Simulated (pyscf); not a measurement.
Single points on ωB97X-D3(BJ)/def2-SVP structures (PySCF, gas phase).

Problem. What is the homolytic dissociation enthalpy (298 K, ωB97M-D3(BJ)/def2-TZVP) of the C–Zn bond of `[CH3][CH]([SiH3])[Zn][OH]`, to H₃C–CH•–SiH₃ + [HO–Zn]•?

Solution. C–Zn to H₃C–CH•–SiH₃ + [HO–Zn]•: 65.7 kcal/mol. The 7 functionals that were run give +60.7 (r²SCAN) to +69.6 kcal/mol (ωB97X-D3(BJ)/def2-TZVP). The radicals are drawn with the spin at the cut bond; how far it spreads was not checked. H₃C–CH•–SiH₃ lies 17.7 kcal/mol over its isomer H₃C–SiH•–CH₃ (electronic energy, ωB97M-D3(BJ)/def2-TZVP). Elements up to Kr have no core potential and no relativistic terms here.
